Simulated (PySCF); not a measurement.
SMILES c1ccccc1[SiH2]Br, singlet (GFN2-xTB optimised geometry):

```
15

Br    -0.316    -3.339     0.126
Si    -1.673    -1.586    -0.007
C     -0.642    -0.016     0.000
C     -1.305     1.210     0.000
C     -0.601     2.399     0.000
C      0.784     2.382     0.000
C      1.458     1.173     0.000
C      0.750    -0.016     0.000
H     -2.402    -1.765    -1.257
H     -2.537    -1.685     1.162
H     -2.386     1.229     0.000
H     -1.133     3.339     0.001
H      1.336     3.311     0.001
H      2.537     1.154     0.000
H      1.291    -0.952     0.001
```

Method: PBE/def2-TZVP (PySCF 2.14.0).

Q: What are the frontier orbital energies and the dipole moment?

A: HOMO-2 -7.03 eV, HOMO-1 -6.63 eV, HOMO -6.61 eV, LUMO -1.73 eV, LUMO+1 -1.40 eV; dipole moment 2.15 D.

On the same geometry PBE0/def2-TZVP run with PySCF gives HOMO-2 -8.30 eV, HOMO-1 -7.62 eV, HOMO -7.60 eV, LUMO -0.86 eV, LUMO+1 -0.48 eV; dipole moment 2.23 D.

Meta-Löwdin charges at PBE/def2-TZVP: Br1 -0.26, Si2 0.60, C3 -0.22, C4 -0.11, C5 -0.12, C6 -0.11, C7 -0.12, C8 -0.11, H9 -0.08, H10 -0.08, H11 0.12, H12 0.12, H13 0.13, H14 0.13, H15 0.13.
